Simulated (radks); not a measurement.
Question: All-electron atom: Yb in [Xe] 4f14 6s1 5d1 (not the ground configuration). Method: scalar-relativistic Kohn-Sham, exchange-only B88, spin-polarised, spherical densities, point nucleus; open shells are filled with parallel spins first (spin-orbit coupling, left out, can overturn this in heavy ions); computed with a radial shooting solver on a logarithmic mesh with Libxc functionals. Some entries of the table are withheld. Estimate them.

orbital,occ.,eigenvalue (eV),<r> (bohr)
1s up,1,-61251.57,0.01966
1s down,1,-61251.56,0.01966
2s up,1,-10376.65,0.08332
2s down,1,-10376.64,0.08332
2p up,3,-9144.767,0.07414
2p down,3,-9144.759,0.07414
3s down,1,-2337.851,0.2167
3s up,1,-2337.823,0.2167
3p down,3,-1966.607,0.2162
3p up,3,-1966.580,0.2162
3d down,5,-1514.807,0.1961
3d up,5,-1514.789,0.1961
4s down,1,-458.8708,0.4878
4s up,1,-458.8178,0.4878
4p down,3,-337.0245,0.5182
4p up,3,-336.9737,0.5182
4d down,5,-176.7441,0.5599
4d up,5,-176.6993,0.5600
5s up,1,-53.7816,(1)
5s down,1,-53.6251,(2)
5p up,3,(3),1.463
5p down,3,(4),1.450
6s up,1,-4.1495,3.953
4f up,7,(5),0.8069
4f down,7,(6),0.7868
5d up,1,-0.7068,4.449

Answer: 
(1) 5s up <r> (bohr): 1.211
(2) 5s down <r> (bohr): 1.208
(3) 5p up eigenvalue (eV): -26.4250
(4) 5p down eigenvalue (eV): -26.0893
(5) 4f up eigenvalue (eV): -1.8593
(6) 4f down eigenvalue (eV): -1.8137
